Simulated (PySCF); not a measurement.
H9O2PSi3.
Geometry (PBE0-D3(BJ)/def2-SVP, Å), atoms numbered from 1 in this order:
```
atom  x, y, z in Å
Si1   -2.249    0.337    0.642
O2    -1.669   -0.071   -0.856
Si3   -0.596   -0.800   -1.867
O4     0.817   -1.134   -1.073
Si5    1.788   -0.635    0.177
P6     1.379    1.556    0.586
H7    -2.390    1.816    0.740
H8    -3.583   -0.306    0.831
H9    -1.320   -0.153    1.705
H10   -1.153   -2.089   -2.353
H11   -0.316    0.132   -2.992
H12    3.204   -0.913   -0.199
H13    1.455   -1.385    1.425
H14    2.356    1.624    1.627
H15    2.272    2.028   -0.424
```

Computed with core-valence-separated Tamm–Dancoff BHandHLYP/aug-pcX-1 (pcseg-1 on H, def2-SVPD on Si, def2-SVPD on P) in PySCF, non-relativistic, gas phase, PBE0-D3(BJ)/def2-SVP geometry. No empirical shift is added; at this level the pattern usually sits a few eV under experiment.

The lowest roots of each edge with f over 0.003 (five at most, numbered afresh; weaker and dark ones are left out), with transition dipoles (au) in the frame of the coordinates:

| root | edge | E (eV) | μx | μy | μz |
| --- | --- | --- | --- | --- | --- |
| 1 | O | 532.46 | 0.0013 | -0.0012 | 0.0164 |
| 2 | O | 532.49 | -0.0030 | -0.0136 | -0.0137 |
| 3 | O | 533.37 | 0.0234 | -0.0032 | 0.0196 |
| 4 | O | 533.46 | -0.0175 | 0.0111 | 0.0212 |
| 5 | O | 533.86 | -0.0057 | -0.0305 | 0.0107 |

Problem. What are the oscillator strengths?

Solution. f = (2/3) ΔE |μ|², with ΔE in hartree (27.2114 eV):

```json
{"root": "1", "ΔE (Eh)": "19.5677", "|μ|² (au)": "0.000272", "f": "0.004", "core hole on": "O2"}
{"root": "2", "ΔE (Eh)": "19.5685", "|μ|² (au)": "0.000382", "f": "0.005", "core hole on": "O4"}
{"root": "3", "ΔE (Eh)": "19.6011", "|μ|² (au)": "0.000942", "f": "0.012", "core hole on": "O2"}
{"root": "4", "ΔE (Eh)": "19.6042", "|μ|² (au)": "0.000879", "f": "0.011", "core hole on": "O4"}
{"root": "5", "ΔE (Eh)": "19.6188", "|μ|² (au)": "0.001077", "f": "0.014", "core hole on": "O4"}
```

Problem. Molecules are fixed in this frame and the field points along (1, 0, −1)/√2. What effective strengths 3 f cos²θ do the roots have (θ between field and μ)?

Solution. root 1 (O2): 0.004, root 2 (O4): 0.002, root 3 (O2): 0.000, root 4 (O4): 0.029, root 5 (O4): 0.005. Root 4 is the strongest. Averaged over all orientations cos²θ is 1/3, which gives f back.

Rough CPU time on one thread of a shared machine: about 20 s.

One conformer stands for the species.
